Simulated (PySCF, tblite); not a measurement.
Species: C₁₀H₁₆.
Atom-mapped SMILES: `[CH2:1]=[CH:2][C@@:3]1([CH2:4][CH2:5][CH3:6])[CH2:7][CH2:8][C:9]1=[CH2:10]` (hydrogens: H11, H12 on C1; H13 on C2; H14, H15 on C4; H16, H17 on C5; H18, H19, H20 on C6; H21, H22 on C7; H23, H24 on C8; H25, H26 on C10)

Cartesian coordinates in Å at the GFN2-xTB level; atoms count from 1:
```
atom  x, y, z in Å
C1    -1.1397   -1.9033   -1.7055
C2    -1.1867   -1.1595   -0.6159
C3    -0.4865    0.1593   -0.4756
C4     1.0081   -0.0543   -0.1848
C5     1.2724   -0.8420    1.0949
C6     2.7664   -1.0133    1.3419
C7    -0.7121    1.1747   -1.6280
C8    -1.2111    2.2118   -0.6077
C9    -1.1506    1.1512    0.4568
C10   -1.5910    1.0920    1.6960
H11   -0.5807   -1.5988   -2.5755
H12   -1.6530   -2.8471   -1.7756
H13   -1.7543   -1.4822    0.2465
H14    1.4445   -0.5872   -1.0337
H15    1.4954    0.9209   -0.1090
H16    0.8001   -1.8238    1.0206
H17    0.8251   -0.3144    1.9386
H18    3.2300   -1.5542    0.5196
H19    2.9404   -1.5699    2.2598
H20    3.2529   -0.0441    1.4309
H21   -1.4817    0.8568   -2.3277
H22    0.1834    1.4511   -2.1802
H23   -2.2026    2.6231   -0.7938
H24   -0.5203    3.0379   -0.4394
H25   -2.0757    1.9345    2.1626
H26   -1.4937    0.2036    2.2976
```

Method used: PBE0/pcSseg-1 in PySCF (dipole) on a GFN2-xTB geometry, gas phase.

Masses are those of the commonest isotopes; rigid-rotor values at the optimised geometry. The values belong to one conformer with, in the numbering `[CH2:1]=[CH:2][C@@:3]1([CH2:4][CH2:5][CH3:6])[CH2:7][CH2:8][C:9]1=[CH2:10]`, C1–C2–C3–C4 -79°, C2–C3–C4–C5 -60°, C3–C4–C5–C6 -179°.

Task: What are A, B and C (MHz)?

Result: Ia = 323.34, Ib = 485.26, Ic = 603.96 u·Å²; 505379 MHz·u·Å²/I gives A = 1563, B = 1041, C = 836.8 MHz.

Task: What kind of rotor is it?

Result: An asymmetric top; Ray's κ = -0.436.

Task: Is it planar, by Δ = Ic − Ia − Ib?

Result: Not planar: Δ = Ic − Ia − Ib = -204.63 u·Å². For a rigid frame Δ = −2 Σ m c², so Σ m c² = 102.32 u·Å² lies off the ab plane: 29.31 from hydrogen and 73.00 from heavier atoms. The atom farthest from that plane is 2.25 Å away.

Task: Give the other two planar moments, Paa and Pbb, and the rms extents of the mass along the axes.

Result: Paa = Σ m a² = (Ib + Ic − Ia)/2 = 382.94 and Pbb = Σ m b² = (Ia + Ic − Ib)/2 = 221.02 u·Å². With the mass M = 136.13 u, the rms extents √(P/M) along a, b and c are 1.68, 1.27, 0.87 Å.

Task: Where do the levels up to J = 4 lie, in MHz?

Result: Above 0(0,0):
J = 1: 1(0,1) 1878, 1(1,1) 2400, 1(1,0) 2604
J = 2: 2(0,2) 5585, 2(1,2) 5952, 2(1,1) 6566, 2(2,1) 8130, 2(2,0) 8180
J = 3: 3(0,3) 11039, 3(1,3) 11251, 3(1,2) 12472, 3(2,2) 13765, 3(2,1) 13996, 3(3,1) 16912, 3(3,0) 16920
J = 4: 4(0,4) 18170, 4(1,4) 18275, 4(1,3) 20270, 4(2,3) 21239, 4(2,2) 21850, 4(3,2) 24505, 4(3,1) 24557, 4(4,1) 28804, 4(4,0) 28805
Those of J = 1 are B + C, A + C and A + B.

Task: Which types of transition are allowed, and where do some lines up to J = 2 fall?

Result: The dipole components are |μa| = 0.00 D, |μb| = 0.04 D, |μc| = 0.35 D. Intensities carry the squares of the components, which stand as 0.00 : 0.01 : 1.00 (a : b : c). Some lines, for components of 0.1 D or more:

```csv
type,branch,"J(Ka,Kc)",MHz,lower level (cm⁻¹)
c,Q,"2(1,2) ← 2(0,2)",366,0.186
c,Q,"1(1,1) ← 1(0,1)",522,0.063
c,Q,"2(2,1) ← 2(1,1)",1565,0.219
c,R,"1(1,0) ← 0(0,0)",2604,0.000
c,R,"2(1,1) ← 1(0,1)",4687,0.063
c,R,"2(2,0) ← 1(1,0)",5575,0.087
c,R,"2(2,1) ← 1(1,1)",5730,0.080
```

Task: Estimate the classical rotational partition function at 25 K, 50 K and 100 K.

Result: Point group C1, symmetry number σ = 1; q = (√π/σ)·√((kT/h)³/(ABC)), k/h = 20836.6 MHz/K: 18100 at 25 K, 51100 at 50 K, 144000 at 100 K.

Its GFN2-xTB frequencies are all real (lowest 51 cm⁻¹). No vibrational averaging or centrifugal distortion is included, and the geometry carries the error of its method. A rigid rotor knows nothing of internal rotation, which can split or shift real lines.
